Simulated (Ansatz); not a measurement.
`C[Si](C)(C)C#Cc1ccc(-c2ccc(-c3ccc(C#C[Si](C)(C)C)s3)s2)s1`. The state is a singlet with charge 0. Geometry PBE-D4/def2-SVP.

Cartesian coordinates in Å:
```
C 9.9745 1.5320 0.3300
Si 9.0673 2.4683 1.6988
C 9.4783 1.7253 3.3880
C 9.5134 4.3050 1.6576
C 7.2479 2.3183 1.4106
C 6.0263 2.2394 1.2208
C 4.6391 2.1589 1.0077
C 3.6874 3.1846 1.0235
C 2.3743 2.7345 0.7659
C 2.2871 1.3558 0.5457
C 1.1197 0.5615 0.2565
C 1.0155 -0.8128 0.0279
C -0.3059 -1.2442 -0.2274
C -1.2455 -0.2106 -0.2005
C -2.6702 -0.2624 -0.4121
C -3.5991 0.7828 -0.3706
C -4.9250 0.3721 -0.6286
C -5.0434 -1.0003 -0.8742
C -6.1981 -1.7478 -1.1644
C -7.2191 -2.4010 -1.4201
Si -8.7612 -3.3454 -1.8021
C -8.2746 -5.1008 -2.3058
C -9.6592 -2.4710 -3.2177
C -9.8483 -3.3760 -0.2554
S -3.4674 -1.7760 -0.7788
S -0.4587 1.3162 0.1493
S 3.8680 0.6157 0.6632
H 11.0730 1.6023 0.4731
H 9.6961 0.4587 0.3299
H 9.7290 1.9489 -0.6676
H 9.1945 0.6543 3.4312
H 10.5666 1.8018 3.5929
H 8.9367 2.2550 4.1976
H 10.6009 4.4458 1.8287
H 9.2578 4.7542 0.6767
H 8.9663 4.8642 2.4433
H 3.9625 4.2288 1.2199
H 1.4950 3.3933 0.7372
H 1.8864 -1.4827 0.0474
H -0.5820 -2.2886 -0.4287
H -3.3097 1.8210 -0.1554
H -5.7948 1.0414 -0.6413
H -9.1778 -5.7004 -2.5437
H -7.7276 -5.6127 -1.4883
H -7.6215 -5.0916 -3.2017
H -9.9221 -1.4306 -2.9384
H -10.5973 -3.0060 -3.4741
H -9.0251 -2.4310 -4.1263
H -10.7889 -3.9322 -0.4506
H -10.1162 -2.3478 0.0619
H -9.3250 -3.8684 0.5889
```

Single mean-field runs in def2-SVP, def2-TZVP are fitted with def2-universal-jkfit.

Task: Estimate the orbital energies around the gap (eV) in Ansatz with PBE-D4/def2-SVP, PBE-D4/def2-TZVP, r2SCAN-D4/def2-TZVP, PBE0-D4/def2-SVP, PBE0-D4/def2-TZVP.

Result: 
```csv
orbital,PBE-D4/def2-SVP,PBE-D4/def2-TZVP,r2SCAN-D4/def2-TZVP,PBE0-D4/def2-SVP,PBE0-D4/def2-TZVP
HOMO−9,-7.36,-7.41,-7.69,-8.71,-8.71
HOMO−8,-7.15,-7.21,-7.48,-8.45,-8.46
HOMO−7,-6.58,-6.65,-6.91,-7.74,-7.76
HOMO−6,-6.54,-6.61,-6.85,-7.71,-7.72
HOMO−5,-6.47,-6.54,-6.78,-7.70,-7.71
HOMO−4,-6.46,-6.53,-6.77,-7.69,-7.71
HOMO−3,-6.33,-6.40,-6.65,-7.51,-7.52
HOMO−2,-6.33,-6.39,-6.64,-7.48,-7.48
HOMO−1,-5.52,-5.59,-5.77,-6.53,-6.53
HOMO,-4.69,-4.76,-4.88,-5.51,-5.51
LUMO,-2.86,-2.97,-2.95,-2.35,-2.41
LUMO+1,-2.05,-2.19,-2.11,-1.38,-1.48
LUMO+2,-1.13,-1.31,-1.17,-0.30,-0.45
LUMO+3,-1.04,-1.22,-1.04,-0.14,-0.28
LUMO+4,-0.99,-1.16,-0.97,-0.08,-0.21
LUMO+5,-0.38,-0.73,-0.49,0.62,0.30
```
